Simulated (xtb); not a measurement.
F2Ge (SMILES [F][Ge][F]), singlet, at a GFN2-xTB geometry; GFN2-xTB run with xtb.

Here is a job for xtb.
```
$ xtb mol.xyz --gfn 2 --ohess --json

# file mol.xyz
3

Ge     0.01332486    -0.01119836     0.43892087
F      0.62471047     1.17087434    -0.77062296
F     -0.67208775    -1.13105795    -0.78998457
```

**Question.** Predict the main parts of the log of this xtb run.

**Answer.** 
```
   ID    Z sym.   atoms
    1   32 Ge     1
    2    9 F      2, 3

           -------------------------------------------------
          |                Calculation Setup                |
           -------------------------------------------------

           -------------------------------------------------
          |                 G F N 2 - x T B                 |
           -------------------------------------------------

          ...................................................
          :                      SETUP                      :
          :.................................................:
          :  # basis functions                  18          :
          :  # atomic orbitals                  17          :
          :  # shells                            7          :
          :  # electrons                        18          :
          :  max. iterations                   250          :
          :  Hamiltonian                  GFN2-xTB          :
          :  restarted?                      false          :
          :  GBSA solvation                  false          :
          :  PC potential                    false          :
          :  electronic temp.          300.0000000     K    :
          :  accuracy                    1.0000000          :
          :  -> integral cutoff          0.2500000E+02      :
          :  -> integral neglect         0.1000000E-07      :
          :  -> SCF convergence          0.1000000E-05 Eh   :
          :  -> wf. convergence          0.1000000E-03 e    :
          :  Broyden damping             0.4000000          :
          :  net charge                          0          :
          :  unpaired electrons                  0          :
          ...................................................

 iter      E             dE          RMSdq      gap      omega  full diag
   1    -11.2139800 -0.112140E+02  0.245E+01    2.59       0.0  T
   2    -11.4212319 -0.207252E+00  0.112E+01    6.17       1.0  T
   3    -11.5420315 -0.120800E+00  0.852E+00    4.67       1.0  T
   4    -11.4891667  0.528648E-01  0.664E+00    4.03       1.0  T
   5    -11.5415753 -0.524087E-01  0.111E+00    5.17       1.0  T
   6    -11.5430081 -0.143282E-02  0.449E-01    5.04       1.0  T
   7    -11.5432841 -0.275959E-03  0.873E-02    4.99       1.0  T
   8    -11.5432979 -0.138315E-04  0.449E-02    4.98       1.3  T
   9    -11.5433038 -0.586524E-05  0.313E-03    4.97      18.4  T
  10    -11.5433038 -0.109152E-07  0.101E-03    4.97      57.4  T
  11    -11.5433038 -0.232969E-10  0.736E-06    4.97    7844.2  T
  12    -11.5433038  0.405009E-12  0.176E-05    4.97    3279.7  T

   *** convergence criteria satisfied after 12 iterations ***

         :::::::::::::::::::::::::::::::::::::::::::::::::::::
         ::                     SUMMARY                     ::
         :::::::::::::::::::::::::::::::::::::::::::::::::::::
         :: total energy             -11.539676362764 Eh    ::
         :: gradient norm              0.000109236312 Eh/a0 ::
         :: HOMO-LUMO gap              4.971496216406 eV    ::
         ::.................................................::
         :: SCC energy               -11.543303793801 Eh    ::
         :: -> isotropic ES           -0.002477077609 Eh    ::
         :: -> anisotropic ES          0.002907485048 Eh    ::
         :: -> anisotropic XC         -0.001081992905 Eh    ::
         :: -> dispersion             -0.000918704006 Eh    ::
         :: repulsion energy           0.003627431037 Eh    ::
         :: add. restraining           0.000000000000 Eh    ::
         :: total charge               0.000000000000 e     ::
         :::::::::::::::::::::::::::::::::::::::::::::::::::::

      -----------------------------------------------------------
     |                   =====================                   |
     |                        A N C O P T                        |
     |                   =====================                   |
     |               Approximate Normal Coordinate               |
     |                Rational Function Optimizer                |
      -----------------------------------------------------------
      -----------------------------------------------------------
     |                   =====================                   |
     |                        A N C O P T                        |
     |                   =====================                   |
     |               Approximate Normal Coordinate               |
     |                Rational Function Optimizer                |
      -----------------------------------------------------------

          ...................................................
          :                      SETUP                      :
          :.................................................:
          :   optimization level            normal          :
          :   max. optcycles                   200          :
          :   ANC micro-cycles                  20          :
          :   degrees of freedom                 3          :
          :.................................................:
          :   RF solver                   davidson          :
          :   write xtbopt.log                true          :
          :   linear?                        false          :
          :   energy convergence         0.5000000E-05 Eh   :
          :   grad. convergence          0.1000000E-02 Eh/α :
          :   maxmium RF displ.          1.0000000          :
          :   Hlow (freq-cutoff)         0.1000000E-01      :
          :   Hmax (freq-cutoff)         5.0000000          :
          :   S6 in model hess.         20.0000000          :
          ...................................................

generating ANC from exact Hessian ...
Using Lindh-Hessian (1995)
 Shifting diagonal of input Hessian by    0.0000000000000000
 Lowest  eigenvalues of input Hessian
[...]
 * total energy  :   -11.5396764 Eh     change       -0.4174439E-12 Eh
   *** GEOMETRY OPTIMIZATION CONVERGED AFTER 1 ITERATIONS ***
         :: total energy             -11.539676362765 Eh    ::
[...]
      -------------------------------------------------------------
                  HL-Gap            0.1826992 Eh            4.9715 eV
             Fermi-level           -0.3825965 Eh          -10.4110 eV

     #   Z          covCN         q      C6AA      α(0)
     1  32 Ge       1.424     0.548   251.654    33.450
     2   9 F        0.712    -0.274    12.037     4.097
     3   9 F        0.712    -0.274    12.037     4.097

 Mol. C6AA /au·bohr⁶  :        490.988127
 Mol. C8AA /au·bohr⁸  :      31591.733255
 Mol. α(0) /au        :         41.643435

Wiberg/Mayer (AO) data.
largest (>0.10) Wiberg bond orders for each atom

 ---------------------------------------------------------------------------
     #   Z sym  total        # sym  WBO       # sym  WBO       # sym  WBO
 ---------------------------------------------------------------------------
Molecule has the following symmetry elements: (C2) 2*(sigma)
It seems to be the C2v point group
     1  32 Ge   2.469 --     3 F    1.234     2 F    1.234
     2   9 F    1.263 --     1 Ge   1.234
     3   9 F    1.263 --     1 Ge   1.234
 ---------------------------------------------------------------------------

Topologies differ in total number of bonds
Writing topology from bond orders to xtbtopo.mol

molecular dipole:
                 x           y           z       tot (Debye)
 q only:        0.038      -0.032       1.262
   full:        0.049      -0.041       1.609       4.093
molecular quadrupole (traceless):
                xx          xy          yy          xz          yz          zz
 q only:        0.880      -2.189      -1.773      -0.055      -0.002       0.893
  q+dip:        0.857      -2.536      -2.216      -0.050      -0.014       1.359
   full:        2.527      -4.089      -2.431      -0.184       0.065      -0.096

           -------------------------------------------------
          |               Frequency Printout                |
           -------------------------------------------------
 projected vibrational frequencies (cm⁻¹)
eigval :       -0.00    -0.00     0.00     0.00     0.00     0.00
eigval :      180.98   424.09   462.51
 reduced masses (amu)
   1: 24.51   2: 42.15   3: 61.25   4: 38.84   5: 44.24   6: 33.65   7: 25.00   8: 30.81
   9: 31.42
 IR intensities (km·mol⁻¹)
   1: 12.02   2:  1.77   3:  1.39   4:  3.90   5:  2.43   6:  4.38   7: 11.37   8:167.60
   9:148.48
 Raman intensities (Ä⁴*amu⁻¹)
   1:  0.00   2:  0.00   3:  0.00   4:  0.00   5:  0.00   6:  0.00   7:  0.00   8:  0.00
   9:  0.00
 output can be read by thermo (or use thermo option).
 writing <g98.out> molden fake output.
 recommended (thermochemical) frequency scaling factor: 1.0
           -------------------------------------------------
          |             Thermodynamic Functions             |
           -------------------------------------------------

c2v symmetry found (for desy threshold:  0.10E+00) used in thermo

          ...................................................
          :                      SETUP                      :
          :.................................................:
          :  # frequencies                           3      :
          :  # imaginary freq.                       0      :
          :  linear?                             false      :
          :  only rotor calc.                    false      :
          :  symmetry                              c2v      :
          :  rotational number                       2      :
          :  scaling factor                  1.0000000      :
          :  rotor cutoff                   50.0000000 cm⁻¹ :
          :  imag. cutoff                  -20.0000000 cm⁻¹ :
          :.................................................:

    mode    ω/cm⁻¹     T·S(HO)/kcal·mol⁻¹    T·S(FR)/kcal·mol⁻¹   T·S(vib)
   ------------------------------------------------------------------------
       1    180.98    -0.69120 ( 99.42%)    -0.67508 (  0.58%)    -0.69111
   ------------------------------------------------------------------------

   temp. (K)  partition function   enthalpy   heat capacity  entropy
                                   cal/mol     cal/K/mol   cal/K/mol   J/K/mol
 298.15  VIB   2.21                  709.832      4.612      3.955
         ROT  0.193E+05              888.752      2.981     22.589
         INT  0.426E+05             1598.584      7.592     26.544
         TR   0.113E+28             1481.254      4.968     40.001
         TOT                        3079.8384    12.5606    66.5450   278.4242

       T/K    H(0)-H(T)+PV         H(T)/Eh          T*S/Eh         G(T)/Eh
   ------------------------------------------------------------------------
    298.15    0.490803E-02    0.734015E-02    0.316177E-01   -0.242775E-01
   ------------------------------------------------------------------------

         :::::::::::::::::::::::::::::::::::::::::::::::::::::
         ::                  THERMODYNAMIC                  ::
         :::::::::::::::::::::::::::::::::::::::::::::::::::::
         :: total free energy         -11.563953878992 Eh   ::
         ::.................................................::
         :: total energy              -11.539676362765 Eh   ::
         :: zero point energy           0.002432115119 Eh   ::
         :: G(RRHO) w/o ZPVE           -0.026709631346 Eh   ::
         :: G(RRHO) contrib.           -0.024277516227 Eh   ::
         :::::::::::::::::::::::::::::::::::::::::::::::::::::

optimized geometry written to: xtbopt.xyz

           -------------------------------------------------
          | TOTAL ENERGY              -11.539676362765 Eh   |
          | TOTAL ENTHALPY            -11.532336212741 Eh   |
          | TOTAL FREE ENERGY         -11.563953878992 Eh   |
          | GRADIENT NORM               0.000109371280 Eh/α |
          | HOMO-LUMO GAP               4.971499249103 eV   |
           -------------------------------------------------

normal termination of xtb
```
